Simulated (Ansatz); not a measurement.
Two members of one family (Series GeEt3X), computed with Ansatz in the gas phase. The two geometries come from different levels. Binding counts from free atoms in the multiplicity of their measured ground term, without zero-point energy. The structures are stationary points that may keep the symmetry of their start.

First: GeEt3(NHMe) (singlet, charge 0, r2SCAN-D4/def2-SVP geometry).

```xyz
28

Ge    0.030   -0.027   -0.017
C    -1.896    0.174    0.305
C    -2.559    1.155   -0.665
H    -2.045    0.488    1.352
H    -2.359   -0.826    0.222
H    -3.649    1.216   -0.510
H    -2.154    2.173   -0.546
H    -2.382    0.859   -1.711
C     0.857   -1.203    1.334
C     0.267   -2.612    1.332
H     0.750   -0.733    2.328
H     1.943   -1.237    1.130
H     0.772   -3.280    2.049
H    -0.805   -2.604    1.596
H     0.349   -3.078    0.335
C     0.932    1.715   -0.055
C     0.756    2.510    1.239
H     0.534    2.275   -0.919
H     2.005    1.552   -0.264
H     1.263    3.489    1.195
H    -0.308    2.704    1.456
H     1.169    1.972    2.108
N     0.151   -0.750   -1.718
C     1.446   -1.059   -2.292
H    -0.523   -1.496   -1.884
H     1.364   -1.255   -3.376
H     2.118   -0.191   -2.183
H     1.973   -1.929   -1.841
```

| level | HOMO (eV) | LUMO (eV) | gap (eV) | binding per atom (eV) |
| --- | --- | --- | --- | --- |
| PBE-D4/def2-SVP | -4.61 | 0.51 | 5.12 | 4.03 |
| PBE-D4/def2-TZVP | -4.81 | 0.00 | 4.81 | 4.00 |
| r2SCAN-D4/def2-TZVP | -5.06 | 0.62 | 5.68 | 3.94 |
| PBE0-D4/def2-TZVP | -6.15 | 0.80 | 6.96 | 3.96 |
| r2SCAN0-D4/def2-TZVP | -6.33 | 1.20 | 7.53 | 3.91 |

Second: GeEt3(NMeEt) (singlet, charge 0, PBE-D4/def2-SVP geometry).

```xyz
34

Ge    0.477    0.230    0.258
C     0.901    1.688   -1.011
C    -0.325    2.508   -1.418
H     1.406    1.253   -1.900
H     1.667    2.327   -0.519
H    -0.071    3.308   -2.147
H    -1.106    1.869   -1.879
H    -0.795    3.001   -0.542
C    -0.402    0.965    1.872
C     0.397    2.097    2.528
H    -0.562    0.135    2.594
H    -1.413    1.312    1.571
H    -0.106    2.487    3.439
H     1.411    1.765    2.835
H     0.533    2.957    1.841
C     2.127   -0.752    0.771
C     2.821   -1.444   -0.406
H     1.840   -1.492    1.549
H     2.812   -0.031    1.270
H     3.740   -1.985   -0.093
H     2.155   -2.186   -0.893
H     3.125   -0.719   -1.190
N    -0.769   -0.878   -0.588
C    -0.624   -1.232   -1.984
C    -1.541   -1.827    0.200
C    -3.055   -1.728   -0.021
H    -0.131   -2.228   -2.142
H    -1.607   -1.279   -2.509
H    -0.017   -0.477   -2.522
H    -1.209   -2.879   -0.009
H    -1.330   -1.659    1.279
H    -3.598   -2.477    0.593
H    -3.423   -0.717    0.250
H    -3.326   -1.911   -1.081
```

**Question.** Estimate the same table for the second.

**Answer.** 
```json
{"level": "PBE-D4/def2-SVP", "HOMO (eV)": "-4.27", "LUMO (eV)": "0.47", "gap (eV)": "4.74", "binding per atom (eV)": "4.09"}
{"level": "PBE-D4/def2-TZVP", "HOMO (eV)": "-4.41", "LUMO (eV)": "-0.01", "gap (eV)": "4.41", "binding per atom (eV)": "4.05"}
{"level": "r2SCAN-D4/def2-TZVP", "HOMO (eV)": "-4.64", "LUMO (eV)": "0.58", "gap (eV)": "5.21", "binding per atom (eV)": "3.99"}
{"level": "PBE0-D4/def2-TZVP", "HOMO (eV)": "-5.68", "LUMO (eV)": "0.79", "gap (eV)": "6.48", "binding per atom (eV)": "4.01"}
{"level": "r2SCAN0-D4/def2-TZVP", "HOMO (eV)": "-5.85", "LUMO (eV)": "1.16", "gap (eV)": "7.01", "binding per atom (eV)": "3.95"}
```
